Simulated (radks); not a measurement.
Initial-state core-level shifts of neutral cerium when its valence configuration changes from [Xe] 4f1 5d1 6s2. Method: Dirac Kohn-Sham, PBE, spin-unpolarised, spherical densities, finite nucleus; open shells are shared between the two j in proportion to 2j + 1; Fermi nuclear charge, rms radius 4.8771 fm; computed with a radial shooting solver on a logarithmic mesh with Libxc functionals. Shifts are changes of the shell-averaged eigenvalues in eV (positive: less bound); the change of the density at the nucleus, which sets a Mossbauer isomer shift, is in e/bohr^3, on a base of 3.83e+05.

valence                  2s      2p      4p      4d  density at nucleus
4f1.5 5d1 6s1.5      +4.246  +4.191  +4.358  +4.171              -23.11
4f1 5d2 6s1          +1.651  +1.647  +1.621  +1.631              -21.09
4f1 5d1 6s1 6p1      -1.132  -1.131  -1.132  -1.131              -16.02
4f0.5 5d1.5 6s1 6p1  -4.977  -4.914  -5.068  -4.838               -2.89
4f1.5 5d1 6s0.5 6p1  +3.155  +3.099  +3.266  +3.079              -37.83
4f0.5 5d1.5 6p2      -6.030  -5.966  -6.123  -5.891              -21.87
4f2 6s2              +6.366  +6.270  +6.640  +6.293              -23.59
4f1 6s2 6p1          -3.181  -3.175  -3.118  -3.125               +9.69
4f0.5 5d2.5 6s1      -2.014  -1.956  -2.140  -1.906               -8.49
